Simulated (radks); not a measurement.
The nuclear charge of the titanium ion Ti2+ is varied continuously with 20 electrons held in [Ar] 3d2. All-electron calculation, scalar-relativistic Kohn-Sham, LDA (Slater exchange, Perdew-Wang correlation), spin-polarised, spherical densities, finite nucleus; open shells are filled with parallel spins first; Fermi nuclear charge, rms radius 3.5921 fm. Program: a radial shooting solver on a logarithmic mesh with Libxc functionals. By the Hellmann-Feynman theorem dE/dZ = E(electron-nucleus)/Z, the electronic potential at the nucleus (averaged over a nucleus of fixed radius). The scalar-relativistic energy here is not variational (the density holds large components alone), so the two differ by a part that grows with Z.

Z      E (hartree)  E(electron-nucleus)/Z (hartree)  HOMO  e(HOMO) (eV)  <r> HOMO (bohr)
21      -762.05835                         -86.1943    3d        -7.614            1.934
21.25   -783.78575                         -87.5316    3d       -10.360            1.753
21.5    -805.84737                         -88.8643    3d       -13.461            1.614
21.75   -828.24226                         -90.1937    3d       -16.883            1.505
22      -850.96976                         -91.5209    3d       -20.598            1.415
22.25   -874.02941                         -92.8466    3d       -24.588            1.339
22.5    -897.42089                         -94.1711    3d       -28.837            1.275
22.75   -921.14398                         -95.4948    3d       -33.334            1.218
23      -945.19857                         -96.8181    3d       -38.071            1.168

The central difference of E at Z = 22 is -91.574 hartree, to compare with the third column; the second derivative is -5.31 hartree.
